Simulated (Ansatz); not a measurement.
CH6Sn (SMILES [CH3][SnH3]) moved off its minimum; all values from Ansatz (a quantum-chemistry and plane-wave program), cores frozen in correlated methods. Elements past Kr take the def2 small-core potentials, without spin–orbit coupling.
(charge 0, multiplicity 1)
```xyz
8

Sn    -0.3392    -0.0029    -0.0097
C      1.8417    -0.2037     0.0791
H     -0.9748    -0.9216    -1.3204
H     -0.7006     1.6854    -0.3181
H     -0.9587    -0.3657     1.5567
H      2.1035    -1.2314     0.2005
H      2.2221     0.4686     0.8276
H      2.3250     0.0413    -0.9375
```

Forces at PBE/def2-TZVPP (eV/Å):

| atom | Fx | Fy | Fz |
|---|---|---|---|
| Sn1 | 0.491 | 0.582 | -0.109 |
| C2 | -0.166 | 0.639 | -2.430 |
| H3 | -0.060 | -0.070 | 0.153 |
| H4 | 0.029 | -0.337 | 0.045 |
| H5 | -0.095 | -0.135 | -0.115 |
| H6 | 0.232 | -0.908 | 0.699 |
| H7 | 0.360 | 0.153 | 0.521 |
| H8 | -0.791 | 0.077 | 1.235 |

Q: Give the forces (eV/Å), the total energy and the dipole at CCSD(T)/def2-TZVPPD.

A: 
```tsv
atom	Fx	Fy	Fz
Sn1	0.528	0.644	-0.119
C2	-0.093	0.610	-2.490
H3	-0.071	-0.095	0.148
H4	0.028	-0.342	0.044
H5	-0.108	-0.157	-0.102
H6	0.231	-0.715	0.717
H7	0.342	0.002	0.390
H8	-0.858	0.052	1.413
```
Energy -255.0494 hartree, dipole 0.57 D.
